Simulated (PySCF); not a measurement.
# Electron correlation in As(2+) (arsenic, charge +2)

[Ar] 3d10 4s2 4p1, 2P determinant. Computed with PySCF 2.14 in x2c-TZVPall, with the spin-free X2C one-electron Hamiltonian (Gaussian nucleus). Frozen: [Ar] 3d10; 3 electrons correlated.

MP2 pair energies summed by pair of shells (mhartree):

```
 pair  energy  share (%)
4s-4s  -21.51       55.1
4s-4p  -17.50       44.9
```

Total MP2 correlation energy: -39.01 mhartree.

Same-spin part -2.55 and opposite-spin part -36.46 mhartree; SCS-MP2 scales them by 1/3 and 6/5 to -44.60 mhartree.

| level | correlation energy (mhartree) |
| --- | --- |
| CCSD | -52.71 |
| (T) | -0.69 |
| CCSD(T) | -53.40 |

Diagnostics: T1 = 0.0082, D1 = 0.0192, largest double amplitude 0.094.

Task: Is a single reference adequate?

Result: Mostly. T1 lies below 0.03, but a double amplitude of this size points to a near-degeneracy that CCSD handles and MP2 describes poorly.
